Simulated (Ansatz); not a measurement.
The same ligand exchange along the group B, Al, Ga.

Calculated with Ansatz (gas phase, PBE0-D4/def2-TZVP geometries, no zero-point term in ΔE). CCSD(T)/CBS adds triple-zeta CCSD(T) − MP2 to the extrapolated MP2 energy (def2 sets, frozen cores). Small cases extrapolate CCSD(T) itself. Functionals use def2-TZVPP. For Ga outer-core shells are correlated without core-valence functions, which leaves a few kJ/mol of doubt a bond. Scalar relativity is left out up to krypton.

```csv
reaction,ωB97M-V (kJ/mol),ωB97X-V (kJ/mol),r2SCAN-D4 (kJ/mol),CCSD/CBS(def2) (kJ/mol),CCSD(T)/CBS(def2) (kJ/mol)
`[SiH3]BCl` + HCl → `ClBCl` + SiH₄,-115,-111,-114,-109,-109
`[SiH3][AlH][Cl]` + HCl → `[Cl][AlH][Cl]` + SiH₄,-165,-159,-160,-161,-159
`[SiH3][GaH][Cl]` + HCl → `[Cl][GaH][Cl]` + SiH₄,-103,-103,-100,-100,-99
```

Largest T1 diagnostic: 0.014, for `[SiH3]BCl`.

Extrapolated directly: `[SiH3]BCl` + HCl → `ClBCl` + SiH₄.
